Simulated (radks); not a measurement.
The numbers below are computed, except where a source is named.
Question: Species: Tc+. Configuration: [Kr] 4d5 5s1 (the NIST ground configuration). Level of theory: scalar-relativistic Kohn-Sham, BLYP, spin-polarised, spherical densities, finite nucleus; open shells are filled with parallel spins first (spin-orbit coupling, left out, can overturn this in heavy ions); Fermi nuclear charge, rms radius 4.4112 fm (a radial shooting solver on a logarithmic mesh with Libxc functionals). Some entries of the table are withheld. Estimate them.

orbital,occ.,eigenvalue (hartree),<1/r> (bohr^-1),r(max) (bohr)
1s up,1,-767.2798,44.71,0.02228
1s down,1,-767.2791,44.71,0.02228
2s up,1,-109.6944,10.08,0.1262
2s down,1,-109.6708,10.09,0.1262
2p up,3,-98.21375,9.794,0.1008
2p down,3,-98.19581,9.795,0.1008
3s up,1,-19.30723,3.479,0.3723
3s down,1,-19.29388,3.478,0.3724
3p up,3,-15.54095,3.311,0.3656
3p down,3,-15.52600,3.311,0.3657
3d up,5,-9.44406,(1),0.3112
3d down,5,-9.42168,(2),0.3114
4s up,1,-3.00089,(3),0.9504
4s down,1,-2.88654,(4),0.9457
4p up,3,-1.97375,1.147,1.024
4p down,3,-1.85237,1.154,1.019
4d up,5,-0.54972,(5),1.271
5s up,1,-0.43924,0.4324,2.583
4d down,0,-0.43140,(6),1.270

Answer: 
(1) 3d up <1/r> (bohr^-1): 3.082
(2) 3d down <1/r> (bohr^-1): 3.082
(3) 4s up <1/r> (bohr^-1): 1.290
(4) 4s down <1/r> (bohr^-1): 1.299
(5) 4d up <1/r> (bohr^-1): 0.8061
(6) 4d down <1/r> (bohr^-1): 0.7888
